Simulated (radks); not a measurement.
Values are calculated unless marked as measured or tabulated.
Os6+, configuration [Xe] 4f14 5d2 (the NIST ground configuration).

Code: a radial shooting solver on a logarithmic mesh with Libxc functionals. Model: scalar-relativistic Kohn-Sham, exchange-only LDA, spin-polarised, spherical densities, point nucleus; open shells are filled with parallel spins first (spin-orbit coupling, left out, can overturn this in heavy ions).

Energy parts (hartree):
| part | energy |
|---|---|
| total | -17228.2801 |
| kinetic | 19102.4922 |
| electron-nucleus | -42519.0152 |
| Hartree | 6506.3403 |
| exchange | -318.0974 |

Orbitals (lengths in bohr, moments of r in powers of bohr; <r^-3> diverges for s and p1/2; r(max) is where P^2 peaks):
\begin{tabular}{lrrrr}
orbital & occ. & eigenvalue (hartree) & r(max) & <r^-3> \\ \hline
1s down & 1 & -2715.682 & 0.01103 & - \\
1s up & 1 & -2715.681 & 0.01103 & - \\
2s up & 1 & -475.3928 & 0.06343 & - \\
2s down & 1 & -475.3869 & 0.06343 & - \\
2p up & 3 & -414.4522 & 0.05220 & 21880 \\
2p down & 3 & -414.4473 & 0.05220 & 21890 \\
3s up & 1 & -112.8164 & 0.1789 & - \\
3s down & 1 & -112.8137 & 0.1789 & - \\
3p up & 3 & -94.92752 & 0.1775 & 4930 \\
3p down & 3 & -94.92464 & 0.1775 & 4930 \\
3d up & 5 & -74.92012 & 0.1444 & 625.7 \\
3d down & 5 & -74.91578 & 0.1444 & 625.7 \\
4s up & 1 & -26.04802 & 0.4049 & - \\
4s down & 1 & -26.04194 & 0.4049 & - \\
4p up & 3 & -20.17857 & 0.4252 & 1165 \\
4p down & 3 & -20.17235 & 0.4252 & 1165 \\
4d up & 5 & -12.89382 & 0.4346 & 127.5 \\
4d down & 5 & -12.88610 & 0.4346 & 127.6 \\
5s up & 1 & -6.20665 & 0.9094 & - \\
5s down & 1 & -6.15207 & 0.9069 & - \\
4f up & 7 & -4.78900 & 0.4047 & 23.06 \\
4f down & 7 & -4.77581 & 0.4045 & 23.15 \\
5p up & 3 & -4.66063 & 1.019 & 195.7 \\
5p down & 3 & -4.59235 & 1.015 & 199.0 \\
5d up & 2 & -2.82562 & 1.255 & 14.79 \\
5d down & 0 & -2.74009 & 1.247 & 15.08 \\
6s up & 0 & -2.34345 & 2.008 & - \\
6s down & 0 & -2.26024 & 2.012 & - \\
6p up & 0 & -1.89527 & 2.308 & 47.98 \\
6p down & 0 & -1.82351 & 2.324 & 45.79 \\
\end{tabular}

The highest occupied level is 5d up at -76.889 eV. Summed over all electrons, <r^2> = 26.01 bohr^2, which gives a Langevin (diamagnetic) susceptibility term of -20.6 x 10^-6 cm^3/mol. The density falls to 0.001 e/bohr^3 at r = 2.80 bohr.
